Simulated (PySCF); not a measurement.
# Electronic structure of Cu²⁺ (copper, charge +2) at the B3LYP level

Configuration: [Ar] 3d9, 2D determinant. Computed with PySCF 2.14 in cc-pVDZ-DK (6s5p3d1f, 43 functions), with scalar relativity by spin-free X2C-1e.

```json
{"Total energy": "-1653.768 hartree", "One-electron energy": "-2279.067 hartree", "Hartree (Coulomb) energy": "692.787 hartree", "Exchange-correlation energy": "-67.488 hartree", "⟨S²⟩": "0.7504", "⟨L²⟩": "6.006", "Sum of ⟨r⟩": "15.97 bohr", "Sum of ⟨r²⟩": "15.52 bohr²", "Traceless quadrupole moment −½Σ⟨3z² − r²⟩ along its main axis": "-0.345 e·bohr²", "Langevin diamagnetic susceptibility": "-12.3 ×10⁻⁶ cm³/mol", "Time after the integrals": "0.86 s of wall time on 1 thread of Neoverse-V2 (shared host)"}
```

| shell | electrons | mean orbital energy (eV) | spread (eV) | rms radius, mean of both spins (bohr) |
| --- | --- | --- | --- | --- |
| 1s α | 1 | -8910.9 | 0 | 0.0601 |
| 1s β | 1 | -8910.9 | 0 | 0.0601 |
| 2s α | 1 | -1103.1 | 0 | 0.255 |
| 2s β | 1 | -1102.4 | 0 | 0.255 |
| 2p α | 3 | -955.27 | 1.155 | 0.228 |
| 2p β | 3 | -954.69 | 0.546 | 0.228 |
| 3s α | 1 | -146.29 | 0 | 0.763 |
| 3s β | 1 | -144.75 | 0 | 0.763 |
| 3p α | 3 | -102.50 | 2.238 | 0.810 |
| 3p β | 3 | -100.88 | 0.501 | 0.810 |
| 3d α | 5 | -32.424 | 2.497 | 1.05 |
| 3d β | 4 | -31.293 | 1.669 | 1.05 |

Densities and radii are taken from the X2C orbitals without a picture-change correction, which distorts them close to the nucleus.
